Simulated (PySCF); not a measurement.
C$_{2}$H$_{6}$AlB (calculated)

All values are calculated (PySCF 2.14.0). Calculation on a computer-drawn molecule: optimised geometry and harmonic frequencies of an isolated molecule of the commonest isotopes, restricted reference for singlets and unrestricted otherwise, frozen core in MP2.

C$_{2}$H$_{6}$AlB

Start structure:
```xyz
10
C2H6AlB
C     -1.7583     1.1982     0.5379
B     -0.7155     0.0532     0.7995
C      0.6892     0.2206     0.3552
Al     2.1551     1.1840     1.5348
H     -2.2391     1.5006     1.4504
H     -1.2996     2.1537     0.1099
H     -2.5422     0.8640    -0.1310
H     -1.0714    -0.9316     1.2938
H      0.8466     0.8451    -0.5575
H      1.3114    -0.7528     0.1126
```

| Property | Result |
| --- | --- |
| charge | 0 |
| multiplicity | 1 |
| method | HF |
| basis | cc-pV(D+d)Z |
| rotational constants | 14.71, 2.655, 2.46 GHz |
| total energy | -345.8218 hartree |
| convergence status largest gradient component | 4.016e-05 hartree/bohr |

Drawn bonds:
```tsv
atom	other atom	order
1	2	1
2	3	1
3	4	1
1	5	1
1	6	1
1	7	1
2	8	1
3	9	1
3	10	1
```

Optimised structure:
```xyz
10
C2H6AlB
C     -1.7759     1.2290     0.5271
B     -0.6797     0.1043     0.7446
C      0.7833     0.2255     0.2819
Al     2.0734     1.0263     1.6272
H     -2.2214     1.5285     1.4836
H     -1.4156     2.1259     0.0155
H     -2.6026     0.8145    -0.0638
H     -1.0143    -0.8773     1.3701
H      0.9433     0.8952    -0.5780
H      1.2857    -0.7369     0.0973
```

Modes:
```tsv
frequency (cm⁻¹)	reduced mass (dalton)
80.21	2.48
102	1.248
189.8	2.724
355.5	1.998
504.6	4.076
587.3	1.214
756	1.147
807.2	1.418
853	1.461
883.6	1.314
1039	1.906
1082	1.668
1145	1.762
1301	1.664
1438	1.357
1511	1.198
1555	1.069
1564	1.056
2615	1.091
3104	1.057
3146	1.039
3159	1.102
3201	1.096
3228	1.102
```
